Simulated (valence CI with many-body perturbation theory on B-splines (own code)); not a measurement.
Pd24+: calculated level list

Computed by valence CI with perturbative core correlation (CI+MBPT): four valence electrons over a frozen Dirac-Fock core [Ar], a basis of 7 s, 7 p, 8 d, 6 f, 4 g, 1 h functions for each j, with the one-electron correlation potential Σ1, the two-electron term Σ2, the three-electron term Σ3, Breit, model QED; selected CI, second order for the rest, scaled by the run's own slope (own B-spline code, finite nucleus).

No measured spectrum was set against this ion. As an estimate, terms of the open shell hold to 2 to 4 % of their energy, and close levels can change places. Only levels of the ground parity were solved; by the run's estimate the other parity begins above the list, which can be wrong where configurations are misplaced.

Levels 1 to 34 of 34, with energies above the lowest level, 3d⁴ ⁵D_0. "Leading %" is the weight of the configuration and term that name the level; weights of strongly mixed levels are sums over their largest components and can fall short. In the jj column 3d3/2^4 stands for four electrons in 3d with j = 3/2. Lifetimes count E1, E2, E3, M1 and M2 decay at the calculated energies, and are blank where another channel may lead or the interval is too uncertain; long ones can be off by a factor of two.

```csv
No.,Configuration,Term,J,E (cm⁻¹),Leading %,Leading jj,Second component,Lifetime
1,3d⁴,⁵D,0,0,63,3d3/2^4 (77 %),33 % 3d⁴ ³P,
2,3d⁴,⁵D,1,23218,84,3d3/2^3 3d5/2 (85 %),16 % 3d⁴ ³P,1.99 ms
3,3d⁴,⁵D,2,42592,91,3d3/2^2 3d5/2^2 (58 %),,2.87 ms
4,3d⁴,⁵D,3,57290,87,3d3/2^2 3d5/2^2 (51 %),8 % 3d⁴ ³F,7.72 ms
5,3d⁴,⁵D,4,66122,67,3d3/2^3 3d5/2 (46 %),23 % 3d⁴ ³F,67.2 ms
6,3d⁴,³P,0,97516,49,3d3/2^2 3d5/2^2 (72 %),35 % 3d⁴ ⁵D,99.5 μs
7,3d⁴,³H,4,106100,55,3d3/2^3 3d5/2 (46 %),17 % 3d⁴ ⁵D,753 μs
8,3d⁴,³G,3,126680,62,3d3/2^2 3d5/2^2 (50 %),26 % 3d⁴ ³F,337 μs
9,3d⁴,³F,2,130990,70,3d3/2^2 3d5/2^2 (55 %),16 % 3d⁴ ¹D,240 μs
10,3d⁴,³H,5,132230,76,3d3/2^2 3d5/2^2 (98 %),24 % 3d⁴ ³G,1.40 ms
11,3d⁴,³P,1,133720,76,3d3/2^2 3d5/2^2 (64 %),12 % 3d⁴ ⁵D,144 μs
12,3d⁴,³H,6,142590,74,3d3/2^2 3d5/2^2 (88 %),26 % 3d⁴ ¹I,70.9 ms
13,3d⁴,³G,4,156320,60,3d3/2^2 3d5/2^2 (72 %),15 % 3d⁴ ³H,622 μs
14,3d⁴,³P,2,162210,46,3d3/2^2 3d5/2^2 (76 %),44 % 3d⁴ ³D,774 μs
15,3d⁴,³F,4,165750,42,3d3/2^2 3d5/2^2 (48 %),23 % 3d⁴ ¹G,191 μs
16,3d⁴,³F,3,170860,48,3d3/2^2 3d5/2^2 (56 %),37 % 3d⁴ ³D,391 μs
17,3d⁴,³D,3,182970,36,3d3/2 3d5/2^3 (69 %),29 % 3d⁴ ³F,140 μs
18,3d⁴,³G,5,193330,76,3d3/2 3d5/2^3 (98 %),24 % 3d⁴ ³H,366 μs
19,3d⁴,³P,2,194040,36,3d3/2 3d5/2^3 (54 %),30 % 3d⁴ ¹D,124 μs
20,3d⁴,¹I,6,203730,74,3d3/2 3d5/2^3 (88 %),26 % 3d⁴ ³H,331 μs
21,3d⁴,³D,1,203800,86,3d3/2 3d5/2^3 (75 %),10 % 3d⁴ ³P,104 μs
22,3d⁴,¹S,0,227770,75,3d3/2 3d5/2^3 (79 %),25 % 3d⁴ ³P,
23,3d⁴,¹G,4,229910,44,3d3/2^2 3d5/2^2 (41 %),38 % 3d⁴ ³F,
24,3d⁴,³P,2,237800,34,3d3/2^2 3d5/2^2 (59 %),23 % 3d⁴ ¹D,135 μs
25,3d⁴,¹F,3,247930,63,3d3/2 3d5/2^3 (79 %),19 % 3d⁴ ³D,
26,3d⁴,³P,2,265960,69,3d3/2^2 3d5/2^2 (57 %),18 % 3d⁴ ³F,189 μs
27,3d⁴,³F,4,280720,68,3d3/2^2 3d5/2^2 (51 %),24 % 3d⁴ ¹G,
28,3d⁴,³F,2,294400,60,3d5/2^4 (42 %),25 % 3d⁴ ¹D,106 μs
29,3d⁴,³F,3,296550,78,3d3/2 3d5/2^3 (96 %),20 % 3d⁴ ¹F,
30,3d⁴,³P,1,301260,98,3d3/2 3d5/2^3 (92 %),,
31,3d⁴,³P,0,316130,87,3d5/2^4 (51 %),13 % 3d⁴ ¹S,
32,3d⁴,¹G,4,317280,78,3d3/2 3d5/2^3 (83 %),18 % 3d⁴ ³F,
33,3d⁴,¹D,2,388920,93,3d3/2 3d5/2^3 (43 %),,
34,3d⁴,¹S,0,486450,93,3d3/2^2 3d5/2^2 (48 %),7 % 3d⁴ ³P,36.5 μs
```

Names give the largest LS component (configuration and term), which can be under half, so a name can repeat, a term be missing and a line seem to break the LS rules; names also repeat where a configuration has a term twice.

The ionisation energy to 3d³ ⁴F3/2 of the next ion comes out as 1218.3 eV (NIST: 1218 ± 4 eV (theoretical)). All 34 levels together are meant to be complete up to 505910 cm⁻¹.
